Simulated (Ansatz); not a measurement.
The same path of F3H3Si2 + H2O (11 atoms, charge 0, multiplicity 1) was run twice with different band settings. Lost on the way: Si1–Si2, H6–O7. Made: Si1–O7, Si2–H6.

These are results of RKS PBE/6-31G* (Ansatz), not measurements.

Relaxed end points:

```xyz
11
Properties=species:S:1:pos:R:3
Si -0.969 -0.683 -0.031
Si -0.251 1.518 -0.270
F -0.348 -1.726 -1.112
F -0.717 -1.328 1.438
F -2.568 -0.800 -0.247
H 1.615 -1.063 1.186
O 1.740 -0.598 0.334
H 0.410 1.974 0.992
H 0.699 1.613 -1.423
H -1.425 2.415 -0.545
H 1.813 -1.322 -0.321
```

```xyz
11
Properties=species:S:1:pos:R:3
Si -0.633 -1.984 -0.164
Si 0.390 2.174 0.090
F -0.867 -3.087 -1.292
F -1.297 -2.515 1.193
F -1.416 -0.640 -0.567
H 1.059 1.055 0.845
O 0.977 -1.727 -0.031
H 1.127 3.437 0.406
H 0.463 1.882 -1.374
H -1.032 2.269 0.541
H 1.230 -0.864 0.353
```

Common settings: spring 5.0 eV/Å²; optimiser quadratic models (default); start path through a guess of the saddle point; force threshold 0.05 eV/Å; iteration limit 60; end points relaxed.

| run | movable images | climbing image |
| --- | --- | --- |
| 1 | 9 | yes |
| 2 | 4 | no |

Task: What does each run give, and how far can it be trusted?

Result: Run 1: converged after 30 iterations, highest image 1.657 eV above the first end. Neighbouring images differ by up to 1.6 eV, so the band resolves the path poorly. A vibrational analysis at the climbing image gives one clearly imaginary mode, 1155i cm⁻¹: a first-order saddle point.
Run 2: converged after 15 iterations, highest image 0.769 eV above the first end. Neighbouring images differ by up to 1.4 eV, so the band resolves the path poorly. No image climbed, so the highest image needn't sit at the top of the path. A band with more images between the same ends climbed to 1.66 eV, so this one has probably stepped over the top.
The orbitals stay closed-shell, which can raise the energy where a bond breaks towards radicals; this wasn't checked here.
